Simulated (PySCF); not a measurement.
Rb(F) cation (FRb), SMILES [Rb][F] (connectivity only; charge and spin as stated), charge +1, multiplicity 2. Atoms are numbered in the order given.

```xyz
2

Rb     0.0000     0.0000    -0.6744
F      0.0000     0.0000     2.7727
```
Charge +1, spin multiplicity 2.

Geometry optimised at B3LYP-D3(BJ)/def2-TZVPD. The spin state was assumed, not searched. The def2 effective core potentials stand for the cores of Rb; spin–orbit coupling is left out.

All values below come from B3LYP-D3(BJ)/def2-TZVPD (PySCF).

Frequencies are harmonic and unscaled.

Computed vibrational spectrum:
```csv
mode,ν (cm⁻¹),IR (km/mol),moving atoms (share of kinetic energy)
1,70,3.0,"F 82 %, Rb 18 %"
```
